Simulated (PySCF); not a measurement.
Vibration and rotation of GaO

UHF-CCSD(T) constants of GaO, ²Σ⁺ (doublet), unpaired electrons σ ↑ (Ga jorge-DZP-DKH, O jorge-DZP-DKH; spin-free X2C with a Gaussian nucleus (PySCF 2.14); masses 68.9256 and 15.9949 u):

```
ωe              : 752.2 cm⁻¹
ωexe            : 5.85 cm⁻¹
Be              : 0.44871 cm⁻¹
αe              : 0.00427 cm⁻¹
D (centrifugal) : 6.39e-07 cm⁻¹
De to Ga + O    : 3.86 eV
```

Give the vibrational terms G(v) and spacings up to v = 3.

G(v) = ωe(v+½) − ωexe(v+½)².

| v | G(v) (cm⁻¹) | G(v) − G(v−1) | Bv (cm⁻¹) |
| --- | --- | --- | --- |
| 0 | 375 |  | 0.4466 |
| 1 | 1115 | 741 | 0.4423 |
| 2 | 1844 | 729 | 0.4380 |
| 3 | 2561 | 717 | 0.4338 |

How well does the Morse estimate ωe²/(4ωexe) reproduce De, and what is D0?

It gives 3.00 eV, 78 % of the computed De. D0 = De − G(0) = 3.86 − 0.05 = 3.81 eV.

Correlated steps freeze 10 core orbitals. Correlated levels converge slowly with the basis: in double zeta they bind strong bonds too weakly, by up to about 1 eV, and carry superposition errors of some tenths. Spin–orbit coupling is left out. The CCSD T1 diagnostic is raised, a sign that a single reference may not be enough here. The state was picked by a PBE0 search and need not be the measured ground state.
